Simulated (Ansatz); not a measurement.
Ansatz (a first-principles code) input (CCSD(T)/cc-pV(T+d)Z):
A basis named .json is the Basis Set Exchange file of that set.

Ansatz 0.2 input:
```yaml
crystal:
  periodic: [false, false, false]
  atoms:
    - {symbol: Si, position_ang: [0.09539235, -0.23624565, -0.29201418]}
    - {symbol: O, position_ang: [1.54135452, 0.19838881, 0.41369246]}
    - {symbol: N, position_ang: [-0.90241102, 0.98463940, -0.96984462]}
    - {symbol: N, position_ang: [-0.77732233, -0.85011262, 1.05200131]}
    - {symbol: H, position_ang: [2.28015338, 0.33377078, -0.18489209]}
    - {symbol: H, position_ang: [-1.35046892, 1.68298989, -0.39243529]}
    - {symbol: H, position_ang: [-0.80361197, 1.28137609, -1.92602839]}
    - {symbol: H, position_ang: [-0.29944774, -1.37685126, 1.76630598]}
    - {symbol: H, position_ang: [-1.73482051, -1.14264416, 0.94061191]}
basis:
  gaussian:
    orbitals: cc-pV_T+d_Z.json
magnetization: {spin_polarized: true, initial_magnetization: 1}
correlation: {method: ccsd_t, electrons: outside_noble_gas}
```

End of the output:

```
integrals: 1.33 GiB planned
1165 factors; integrals over basis functions are off by at most 1.1e-3 eV
1.03 GiB of device memory are held for the factors and their scratch space
mean field: 0.87 GiB planned
mean field evaluation 1: about -12940.7793 eV, gradient 3.8e1 eV
mean field evaluation 2: about -12940.7846 eV, gradient 3.8e1 eV
mean field evaluation 4: about -12946.5018 eV, gradient 3.0e0 eV
mean field evaluation 8: about -12946.6190 eV, gradient 1.9e-1 eV
mean field evaluation 16: about -12946.5989 eV, gradient 1.1e0 eV
mean field -12946.61971016 eV, -475.7794988144 hartree, gradient 3.3e-6 eV, S^2 0.753905; 0 other end points of the search recorded, 0 dependent functions left out
8 core orbitals not correlated
reference -12946.61971016 eV, -475.7794988144 hartree; 13, 12 occupied and 178, 179 virtual orbitals, 1165 factors
second order -21.02060974 eV of doubles, -0.00000000 eV of singles
coupled cluster: 8.95 GiB planned
cycle   1  -21.09785050 eV  change   -7.7e-2 eV  update   8.8e-2
cycle   2  -21.54130257 eV  change   -4.4e-1 eV  update   2.6e-2
cycle   3  -21.64440127 eV  change   -1.0e-1 eV  update   1.5e-2
cycle   4  -21.63424883 eV  change    1.0e-2 eV  update   5.0e-3
cycle   5  -21.63244114 eV  change    1.8e-3 eV  update   2.7e-3
cycle   6  -21.63322040 eV  change   -7.8e-4 eV  update   9.6e-4
cycle   7  -21.63304423 eV  change    1.8e-4 eV  update   3.7e-4
cycle   8  -21.63314661 eV  change   -1.0e-4 eV  update   1.5e-4
cycle   9  -21.63316293 eV  change   -1.6e-5 eV  update   5.8e-5
cycle  10  -21.63313094 eV  change    3.2e-5 eV  update   2.7e-5
cycle  11  -21.63315661 eV  change   -2.6e-5 eV  update   1.2e-5
perturbative correction -0.81255216 eV, -0.0298607411 hartree
Total energy: -12969.06541894 eV, -476.6043633977 hartree
```

It need not be the lowest isomer of its formula.
